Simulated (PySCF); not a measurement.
# A small calculation by hand: oscillator strength and radiative lifetime

CH5N2S, SMILES NC([NH3+])=S, charge +1.

Geometry: B3LYP-D3(BJ)/def2-SVP. The isomer is the one that the SMILES or the coordinates give; other isomers of the formula were not compared. One conformer was computed; it need not be the lowest.

TDA-B3LYP/def2-SVPD in PySCF 2.14.0 puts the first singlet state with f over 0.02 at 5.29 eV (vertical), with the transition dipole (-0.703, 0.139, 0.000) in atomic units.

### Question
Find the oscillator strength, the wavelength and the radiative lifetime that this transition would have in vacuum if emission retraced absorption.

### Answer

|μ|² = 0.5135 au, so |μ| = 1.82 D. ΔE = 5.29/27.211 = 0.1944 hartree. f = (2/3) ΔE |μ|² = 0.067 (the program prints 0.067).
λ = 1239.84/5.29 = 234 nm; ν = 42667 cm⁻¹.
Einstein's coefficient A = 0.6670 ν² f s⁻¹ (ν in cm⁻¹) = 8.1e7 s⁻¹, so τ = 1/A = 12 ns. This state is S2; the lower singlet has f = 0.000. The figure is the radiative limit of this one transition; relaxation, internal conversion, crossing to triplets and a medium change what is measured.
